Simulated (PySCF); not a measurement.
Species: 3,4-dimethylphosphinine, C₇H₉P.
Cartesian coordinates in Å at the GFN2-xTB level; atoms count from 1:
```xyz
17
C7H9P angstrom
C     -0.6216    1.7678    0.3159
C      0.2270    0.5596    0.0554
C      1.6019    0.7198   -0.0673
C      2.4980   -0.2992   -0.3058
P      2.0753   -1.9665   -0.4981
C      0.3594   -1.8471   -0.2991
C     -0.3744   -0.7001   -0.0599
C     -1.8646   -0.8170    0.0787
H     -1.3533    1.9049   -0.4803
H     -0.0081    2.6633    0.3772
H     -1.1692    1.6611    1.2523
H      1.9973    1.7242    0.0322
H      3.5494   -0.0507   -0.3802
H     -0.1833   -2.7829   -0.3739
H     -2.3669   -0.2175   -0.6800
H     -2.1846   -1.8501   -0.0319
H     -2.1892   -0.4575    1.0548
```

Computed with wB97X-D/def2-SVPD in PySCF (dipole) on a GFN2-xTB geometry, gas phase.

Masses are those of the commonest isotopes; rigid-rotor values at the optimised geometry. 

**Question.** What are A, B and C (GHz)?

**Answer.** Ia = 170.65, Ib = 331.45, Ic = 495.86 u·Å²; 505379 MHz·u·Å²/I gives 2962, 1525 and 1019 MHz, that is A = 2.9615, B = 1.5247, C = 1.0192 GHz.

**Question.** What kind of rotor is it?

**Answer.** An asymmetric top: κ = (2 × 1525 − 2962 − 1019)/(2962 − 1019) = -0.48.

**Question.** What does the inertial defect say?

**Answer.** Not planar: Δ = Ic − Ia − Ib = -6.24 u·Å². For a rigid frame Δ = −2 Σ m c², so Σ m c² = 3.12 u·Å² lies off the ab plane, practically all of it from hydrogen. The atom farthest from that plane is 0.88 Å away.

**Question.** Where do the levels up to J = 2 lie, in MHz?

**Answer.** Above 0(0,0):
J = 1: 1(0,1) 2544, 1(1,1) 3981, 1(1,0) 4486
J = 2: 2(0,2) 7520, 2(1,2) 8563, 2(1,1) 10080, 2(2,1) 14390, 2(2,0) 14502
The levels of one J sum to (2J + 1)J(J + 1)(A + B + C)/3.

**Question.** Which lines would a microwave search look for?

**Answer.** The dipole components are |μa| = 2.45 D, |μb| = 0.41 D, |μc| = 0.00 D; the mirror of this Cs structure is the ab plane, so μc vanishes by symmetry and there are no c-type lines. Intensities carry the squares of the components, which stand as 1.00 : 0.03 (a : b). Some lines, for components of 0.1 D or more:

```
type  branch         J(Ka,Kc)    MHz  lower level (cm⁻¹)
   a       Q  3(2,1) ← 3(2,2)    526               0.735
   a       Q  2(1,1) ← 2(1,2)   1517               0.286
   b       Q  1(1,0) ← 1(0,1)   1942               0.085
   a       Q  3(1,2) ← 3(1,3)   3017               0.513
   b       R  2(0,2) ← 1(1,1)   3539               0.133
   b       Q  3(1,2) ← 3(0,3)   3653               0.492
   b       R  1(1,1) ← 0(0,0)   3981               0.000
   b       Q  3(2,1) ← 3(1,2)   4158               0.613
   a       R  2(1,2) ← 1(1,1)   4582               0.133
   a       R  2(0,2) ← 1(0,1)   4976               0.085
   a       R  2(1,1) ← 1(1,0)   5593               0.150
   b       Q  2(2,1) ← 2(1,2)   5827               0.286
   b       R  2(1,2) ← 1(0,1)   6019               0.085
   b       R  3(0,3) ← 2(1,2)   6174               0.286
   b       Q  3(2,2) ← 3(1,3)   6649               0.513
   a       R  3(0,3) ← 2(0,2)   7217               0.251
   b       R  3(1,3) ← 2(0,2)   7853               0.251
   a       R  3(2,1) ← 2(2,0)   8046               0.484
   a       R  3(1,2) ← 2(1,1)   8311               0.336
   b       Q  3(3,1) ← 3(2,2)   8511               0.735
   b       R  2(2,1) ← 1(1,0)   9904               0.150
   b       R  2(2,0) ← 1(1,1)  10521               0.133
   b       R  3(3,1) ← 2(2,0)  16031               0.484
```

No GFN2-xTB frequencies stand behind this structure, so it isn't proved a minimum. These are rigid-rotor constants of the computed structure; measured ground-state constants (B0) also hold zero-point vibration. A rigid rotor knows nothing of internal rotation, which can split or shift real lines.

Hardware: one thread of an x86-64 server (shared host). Cost: 37 s wall. This is the wB97X-D/def2-SVPD job that gave the dipole, with the excitations it also computed.
